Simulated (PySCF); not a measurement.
Copper: a sound run and one with changed settings

Sound run: Cu⁺ [Ar] 3d10, Cu²⁺ [Ar] 3d9. All numbers are calculated (PySCF 2.14, no relativity, point nucleus, in pcseg-2 (6s4p3d2f1g, 56 functions)). In the sound run the correlated levels freeze [Ar]. The sound run starts from symmetry-adapted Hartree-Fock orbitals and uses a fine grid where one is needed.

Changed run: scalar relativity by spin-free X2C-1e. This setting is unsound on purpose.

| species | method | sound run (hartree) | changed run (hartree) | converged |
| --- | --- | --- | --- | --- |
| Cu⁺ | UHF | -1638.69518 | -1650.21788 | yes |
| Cu⁺ | B3LYP | -1640.28970 | -1651.80806 | yes |
| Cu⁺ | PBE0 | -1639.99566 | -1651.51430 | yes |
| Cu⁺ | MP2 | -1639.10295 | -1650.63008 | yes |
| Cu²⁺ | UHF | -1638.05936 | -1649.59069 | yes |
| Cu²⁺ | B3LYP | -1639.52664 | -1651.05212 | yes |
| Cu²⁺ | PBE0 | -1639.24589 | -1650.77192 | yes |
| Cu²⁺ | MP2 | -1638.33737 | -1649.87122 | yes |

Ionisation energy of Cu⁺:

| method | sound run (eV) | changed run (eV) |
| --- | --- | --- |
| UHF | 17.301 | 17.067 |
| B3LYP | 20.764 | 20.570 |
| PBE0 | 20.402 | 20.201 |
| MP2 | 20.832 | 20.649 |
| SCS-MP2 | 20.401 | 20.212 |

Most of the change in total energy is the relativistic energy itself. On top of that the contraction fixes the core shape for the Hamiltonian it was made with, so the changed run is not a good calculation with the other Hamiltonian either.

For comparison, NIST gives 20.292 eV between the lowest levels.
